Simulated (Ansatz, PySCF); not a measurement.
NbO₂F, SMILES [O]=[Nb]([F])=[O], multiplicity 1. Atoms are numbered in the order given.

```xyz
4

Nb    -0.0420    -0.1774     0.0000
O     -0.8943     0.3675     1.3719
O     -0.8943     0.3675    -1.3719
F      1.7952     0.2985     0.0000
```
Charge 0, spin multiplicity 1.

The structure is a stationary point at PBE0-D3(BJ)/def2-TZVP. The spin state was assumed, not searched. The def2 effective core potentials stand for the cores of Nb; spin–orbit coupling is left out.

Two levels are set side by side: PBE-D3(BJ)/def2-TZVP (Ansatz, a first-principles code) and PBE0-D3(BJ)/def2-TZVP (Ansatz). Each level has its own optimised geometry; the coordinates shown are those of the second. Frequencies come from the Hessian of PySCF at each geometry. Differences are taken from unrounded values.

```csv
quantity,PBE0-D3(BJ)
mean bond length (Å),1.769
bond Nb1–O2 (Å),1.705
bond Nb1–O3 (Å),1.705
bond Nb1–F4 (Å),1.898
highest harmonic wavenumber (cm⁻¹),1040
mean harmonic wavenumber (cm⁻¹),574
zero-point energy (kcal/mol),4.92
```

What does PBE-D3(BJ) give, and how far is it from PBE0-D3(BJ)? (The exact figures need the calculation; the answer reports its results.)


```csv
quantity,PBE-D3(BJ),PBE-D3(BJ) minus PBE0-D3(BJ)
mean bond length (Å),1.789,0.020
bond Nb1–O2 (Å),1.728,0.023
bond Nb1–O3 (Å),1.728,0.023
bond Nb1–F4 (Å),1.910,0.013
highest harmonic wavenumber (cm⁻¹),978,-62
mean harmonic wavenumber (cm⁻¹),549,-25
zero-point energy (kcal/mol),4.70,-0.22
```

Exact exchange shortens and stiffens bonds; PBE has none. Differences between two approximate levels are no errors against the true value.
